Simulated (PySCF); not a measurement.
# [Eu(H2O)5]3+ at several levels of theory

Computed with PySCF 2.14.0 (density fitting, no spin-orbit coupling) at the geometry relaxed with PBE0:

```xyz
16
[Eu(H2O)5]3+ (singlet in the valence; each metal's 4f electrons, 6 of them, lie in its core potential, out of spins and levels)
Eu   -0.0221    0.0000    0.0000
O    -0.4809    0.0458    2.3231
H    -0.6157    0.8280    2.8964
H    -0.5975   -0.7108    2.9334
O    -0.4809   -0.0458   -2.3231
H    -0.6157   -0.8280   -2.8964
H    -0.5975    0.7108   -2.9334
O     2.3142    0.0000    0.0000
H     2.9200   -0.0146   -0.7715
H     2.9200    0.0146    0.7715
O    -0.8353    2.2214   -0.0360
H    -0.3202    3.0553   -0.0417
H    -1.7670    2.5256   -0.0522
O    -0.8353   -2.2214    0.0360
H    -1.7670   -2.5256    0.0522
H    -0.3202   -3.0553    0.0417
```

```
level                                              basis    state  HOMO (eV)  gap (eV)  charge on Eu1 (e)  population of f-type functions on Eu1 (polarisation alone where 4f lies in the core)  dipole about the centre of mass (D)  largest force component (eV/Å)
 PBE0  Eu lcecp-1-SVP with ECP52, O def2-SVP, H def2-SVP  singlet     -23.21      9.26               1.58                                                                                  0.06                                 0.10                            0.01
B3LYP                                           the same  singlet     -22.88      8.70               1.51                                                                                  0.06                                 0.10                            0.15
TPSSh                                           the same  singlet     -22.16      7.86               1.55                                                                                  0.06                                 0.10                            0.23
 TPSS                                           the same  singlet     -21.41      6.76               1.47                                                                                  0.06                                 0.10                            0.42
 BLYP                                           the same  singlet     -21.19      6.45               1.35                                                                                  0.06                                 0.10                            0.55
```

In the lcecp rows the 4f levels are missing from HOMO and gap, and the state counts the valence alone.

Charges are Mulliken's, which hang on the basis. The relaxation used the grid (50, 194), these runs (75, 302) or, all-electron (x2c bases, spin-free X2C Hamiltonian), (99, 590).

What does PBE0 with Eu lcecp-1-TZVP with ECP52, O def2-TZVP, H def2-TZVP give here?

state singlet, HOMO (eV) -23.23, gap (eV) 9.31, charge on Eu1 (e) 2.04, population of f-type functions on Eu1 (polarisation alone where 4f lies in the core) 0.09, dipole about the centre of mass (D) 0.07, largest force component (eV/Å) 0.34. Time: 60 s on 4 threads of Arm Neoverse N1, with other jobs on the host, from free ions and atoms.

In the first row's basis the gap widens with exact exchange: 6.5 to 6.8 eV for BLYP, TPSS (none); 7.9 to 9.3 eV for TPSSh, B3LYP, PBE0 (a fixed share).

An lcecp potential fixes the number of 4f electrons, so in runs with it no electron can move into or out of that shell.
